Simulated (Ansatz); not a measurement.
Species, as SMILES: Cl[C]Cl (closed-shell singlet).
Atoms: Cl1, C2, Cl3. Bonds: Cl1-C2, C2-Cl3.

How fast the highest harmonic wavenumber converges with the basis for several methods (Ansatz, a quantum-chemistry and plane-wave program): deviation from each method's own reference, in cm⁻¹. References: B3LYP 733 cm⁻¹, the value in aug-pcseg-2; CCSD(T) 762 cm⁻¹, the value in aug-cc-pV(T+d)Z; HF 845 cm⁻¹, the value in aug-pcseg-2; MP2 790 cm⁻¹, the value in aug-cc-pV(T+d)Z; PBE 720 cm⁻¹, the value in aug-pcseg-2. Cartesian d functions, on some or all atoms, in 6-31G*, 6-311G**, 6-311+G**; all else is spherical. In correlated methods cores are frozen. A restricted Hartree-Fock determinant is unstable towards unrestricted orbitals. No added dispersion term, no relativity. Each level at its own minimum, unscaled; the references are large sets that could be run, not limits.

| basis | functions | B3LYP | CCSD(T) | HF | MP2 | PBE |
|---|---|---|---|---|---|---|
| def2-SVP | 50 | 11 | 29 | 18 | 40 | -3 |
| 6-31G* | 53 | -19 | -1 | 1 | 1 | -18 |
| cc-pV(D+d)Z | 60 | -7 | -3 | -4 | 3 | -11 |
| 6-311G** | 72 | -25 | -5 | -9 | 0 | -24 |
| 6-311+G** | 84 | -18 | 10 | 1 | 16 | -23 |
| pcseg-2 | 98 | -1 | 22 | 2 | 23 | -2 |
| cc-pV(T+d)Z | 108 | -7 | 3 | -1 | 1 | -8 |
| def2-TZVPP | 115 | 1 | 6 | 3 | 7 | 0 |
| 6-311++G(3df,3pd) | 133 | 5 | 19 | 8 | 19 | 3 |
| jun-cc-pV(T+d)Z | 135 | -2 | 2 | 2 | 3 | -2 |
| aug-cc-pV(T+d)Z | 156 | -3 | 0 | 0 | 0 | -4 |
| cc-pCVTZ | 161 | -6 | 2 | -1 | 0 | -6 |

Mean absolute deviation over 6-311G**, 6-311+G**, pcseg-2, cc-pV(T+d)Z, def2-TZVPP, 6-311++G(3df,3pd), jun-cc-pV(T+d)Z, cc-pCVTZ: HF 4, B3LYP 8, PBE 9, CCSD(T) 9, MP2 9 cm⁻¹.
